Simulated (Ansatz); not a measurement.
Reaction (formal exchange of groups at the Al–Te bond): `[CH3][AlH][TeH]` + `C#COCC` → `C#C[O][AlH][CH3]` + `CC[TeH]`

Program: Ansatz. Geometries: PBE0-D4/def2-TZVP. ΔE: electronic, gas phase. CBS: MP2 limit from def2 TZ/QZ plus the TZ coupled-cluster correction, frozen cores. DFT in def2-TZVPP. Elements past krypton have def2 core potentials. For Te outer-core shells are correlated without core-valence functions, which leaves a few kJ/mol of doubt a bond. Each species was taken in one conformer, which may not be the lowest.

Task: Is it downhill or uphill in electronic energy at CCSD(T)/CBS, and by how much? (Estimate.)

Result: Computed: Downhill: ΔE = -0.69 eV.

Task: What do these levels give: r2SCAN-D4, PBE0-D4, B2PLYP, PBE0, CCSD/def2-TZVPP, HF/def2-QZVPP? (An estimate is asked.)

Result: Ansatz gave: r2SCAN-D4 -0.62, PBE0-D4 -0.55, B2PLYP -0.69, PBE0 -0.54, CCSD/def2-TZVPP -0.67, HF/def2-QZVPP -0.60 eV.

Largest T1 diagnostic among the species: 0.013.

In def2-TZVPP, CCSD(T) changes the Hartree–Fock value by −0.08 eV (the triples alone add +0.00 eV) and MP2 by −0.14 eV.
